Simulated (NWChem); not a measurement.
System: C$_{4}$H$_{4}$N$_{2}$; SMILES C=C1C=NC=N1

```xyz
10

C      0.0506    -2.0646     0.0000
C     -0.0010    -0.7100     0.0000
C      1.1269     0.2503     0.0000
N      0.6671     1.4717     0.0000
C     -0.7468     1.2812     0.0000
N     -1.1872     0.0514     0.0000
H     -0.8790    -2.6538     0.0000
H      1.0155    -2.5935     0.0000
H      2.2019     0.0083     0.0000
H     -1.4130     2.1588     0.0000
```
Atoms are numbered in this order, from 1.

Level: PBE-D3(BJ)/def2-SVP (NWChem), optimised geometry, unscaled harmonic frequencies. 

Question: List the harmonic frequencies with IR intensities, and the thermochemistry.

Answer: 
```
frequency (cm⁻¹)  IR intensity (km/mol)
----------------  ---------------------
208                                 1.4
339                                 0.7
494                                10.5
655                                 7.9
710                                 2.1
752                                 3.3
867                                 1.1
878                                 4.2
908                                 6.0
921                                 0.1
944                                29.7
944                                23.7
1023                               49.8
1192                               21.3
1246                                6.3
1284                               43.6
1362                                7.3
1473                               26.0
1568                               53.9
1676                               10.3
3091                                0.3
3128                                4.6
3140                                8.1
3202                                0.0
```

```json
{
  "zero_point_energy": "45.7 kcal/mol",
  "thermal correction to the enthalpy at 298.15 K (with zero-point energy)": "49.3 kcal/mol",
  "heat capacity Cv": "17.2 cal/(mol K)",
  "entropy at 298.15 K and 1 atm (symmetry number 1)": "70.5 cal/(mol K)",
  "dipole_moment": "2.50 D"
}
```

Rigid rotor and harmonic oscillator.
